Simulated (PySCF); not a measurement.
SZn, SMILES [S]=[Zn]. Coordinates come from a PBE-D3(BJ)/def2-TZVP optimisation.

The numbers are results of PySCF with PBE-D3(BJ)/def2-TZVP, not measurements.

Harmonic wavenumbers (cm⁻¹): 449. Rotational constants (GHz): 5.513 (linear); symmetry number 1.

**Question.** Work out the zero-point energy and the ideal-gas rigid-rotor harmonic-oscillator thermochemistry at 298.15 K and 1 atm.

**Answer.** ZPE = ½ Σ hcν = ½ × 449 cm⁻¹ = 0.64 kcal/mol. H − E(el) = 2.88 kcal/mol. Entropy in cal/(mol K): translation 39.64, rotation 15.95, vibration 0.80, total 56.39. G − E(el) = -13.93 kcal/mol. Cp = 8.32 cal/(mol K).
